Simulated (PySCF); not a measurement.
## How exact exchange moves a shielding

Molecule: `N#Cc1ccncc1`, C6H4N2.

Molfile (atoms numbered from 1):
```
C6H4N2
     RDKit          3D

 12 12  0  0  0  0  0  0  0  0999 V2000
    3.2251    0.4419   -0.0883 N   0  0  0  0  0  0  0  0  0  0  0  0
    2.0740    0.3113   -0.1114 C   0  0  0  0  0  0  0  0  0  0  0  0
    0.6501    0.1488   -0.1399 C   0  0  0  0  0  0  0  0  0  0  0  0
   -0.1947    1.2651   -0.1218 C   0  0  0  0  0  0  0  0  0  0  0  0
   -1.5698    1.0442   -0.1507 C   0  0  0  0  0  0  0  0  0  0  0  0
   -2.1208   -0.1654   -0.1943 N   0  0  0  0  0  0  0  0  0  0  0  0
   -1.3117   -1.2208   -0.2112 C   0  0  0  0  0  0  0  0  0  0  0  0
    0.0780   -1.1281   -0.1858 C   0  0  0  0  0  0  0  0  0  0  0  0
    0.2140    2.2760   -0.0861 H   0  0  0  0  0  0  0  0  0  0  0  0
   -2.2581    1.8966   -0.1376 H   0  0  0  0  0  0  0  0  0  0  0  0
   -1.7911   -2.2054   -0.2470 H   0  0  0  0  0  0  0  0  0  0  0  0
    0.7036   -2.0218   -0.2010 H   0  0  0  0  0  0  0  0  0  0  0  0
  1  2  3  0
  2  3  1  0
  3  4  2  0
  4  5  1  0
  5  6  2  0
  6  7  1  0
  7  8  2  0
  8  3  1  0
  4  9  1  0
  5 10  1  0
  7 11  1  0
  8 12  1  0
M  END
```

GIAO shieldings (ppm, equivalent atoms averaged) in PySCF 2.14 on the PBE0-D3(BJ)/def2-SVP geometry, basis pcSseg-1, gas phase, non-relativistic:

| functional | exact exchange (%) | σ(C2) |
| --- | --- | --- |
| BLYP | 0 | 55.3 |
| PBE | 0 | 58.7 |
| mPW1PW91 | 25 | 61.0 |
| BHandHLYP | 50 | 61.1 |
| HF | 100 | 68.8 |

(1) Fit each shielding as a line in the percentage of exact exchange.

(2) What does the line predict for PBE0 (25 %), and what does the run give?

## Answers

(1) σ(C2) = 57.0 + 0.11 x (rms 1.4 ppm). The functionals also differ in their semilocal parts, which the line can't hold; Hartree–Fock has no correlation at all.

(2) σ(C2): 59.8 predicted, 61.5 computed ppm.
